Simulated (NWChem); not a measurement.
## H6GeSn in NWChem

SMILES: [SnH3][GeH3]
```xyz
8

Sn    -0.1004     1.0390     0.0000
Ge     0.1527    -1.5787     0.0000
H      0.6420     1.7202     1.3956
H     -1.7634     1.4833     0.0000
H      0.6420     1.7202    -1.3956
H      1.6424    -1.9825     0.0000
H     -0.5150    -2.1878    -1.2512
H     -0.5150    -2.1878     1.2512
```
Charge 0, spin multiplicity 1.

The numbers come from NWChem runs, not from measurements. Structure: optimised with B3LYP/def2-SVP with def2 effective core potentials on Sn, with no frequency check, so it may be a saddle point.

Symmetry labels belong to the abelian group Cs used in the runs, with the axes of the coordinates shown; states degenerate in a higher group split over its labels.

Effective core potentials replace the inner electrons of Sn; spin-orbit coupling is left out. B3LYP has NWChem's definition, with VWN1-RPA local correlation. The structure started from a generated list of species.

Task: List the lowest 6 singlet excitations that TD-B3LYP/def2-SVP with def2 effective core potentials on Sn, VWN1-RPA local correlation gives, with oscillator strengths.

Result: 
```
state  symmetry  energy (eV)  wavelength (nm)      f
-----  --------  -----------  ---------------  -----
1            a'         7.10              175  0.027
2            a"         7.11              174  0.027
3            a'         7.15              173  0.692
4            a'         7.59              163  0.011
5            a"         7.60              163  0.011
6            a'         7.64              162  0.022
```
